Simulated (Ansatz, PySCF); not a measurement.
C4H4BrCl, SMILES ClCC=C=CBr. Atoms are numbered in the order given.

```xyz
10

Cl    -3.7767    -0.8417     0.5468
C     -2.4424     0.1881    -0.0675
C     -1.3110    -0.6480    -0.5672
C     -0.0909    -0.5733    -0.0936
C      1.1194    -0.4885     0.3842
Br     2.4089     0.7120    -0.3009
H     -2.1255     0.8495     0.7484
H     -2.8678     0.7962    -0.8788
H     -1.5337    -1.3534    -1.3784
H      1.4847    -1.1026     1.2114
```

The structure is a stationary point at PBE0-D3(BJ)/def2-SVP. The structure was generated by enumeration; whether it is a known compound was not checked. The values are those of a single conformer.

Two levels are set side by side: PBE-D3(BJ)/def2-SVP (Ansatz, a first-principles code) and PBE0-D3(BJ)/def2-SVP (Ansatz). Each level has its own optimised geometry; the coordinates shown are those of the second. Frequencies come from the Hessian of PySCF at each geometry. Differences are taken from unrounded values.

| quantity | PBE0-D3(BJ) | PBE-D3(BJ) | PBE-D3(BJ) minus PBE0-D3(BJ) |
|---|---|---|---|
| mean bond length (Å) | 1.353 | 1.365 | 0.011 |
| bond Cl1–C2 (Å) | 1.794 | 1.815 | 0.021 |
| bond C2–C3 (Å) | 1.493 | 1.500 | 0.007 |
| bond C3–C4 (Å) | 1.311 | 1.321 | 0.010 |
| bond C4–C5 (Å) | 1.304 | 1.313 | 0.009 |
| bond C5–Br6 (Å) | 1.890 | 1.911 | 0.021 |
| bond C2–H7 (Å) | 1.097 | 1.105 | 0.008 |
| bond C2–H8 (Å) | 1.100 | 1.108 | 0.009 |
| bond C3–H9 (Å) | 1.098 | 1.107 | 0.009 |
| bond C5–H10 (Å) | 1.093 | 1.101 | 0.008 |
| highest harmonic wavenumber (cm⁻¹) | 3224 | 3130 | -94 |
| mean harmonic wavenumber (cm⁻¹) | 1222 | 1176 | -46 |
| zero-point energy (kcal/mol) | 41.92 | 40.33 | -1.58 |

GGA bonds tend to be longer and softer than those of functionals with exact exchange. Differences between two approximate levels are no errors against the true value.
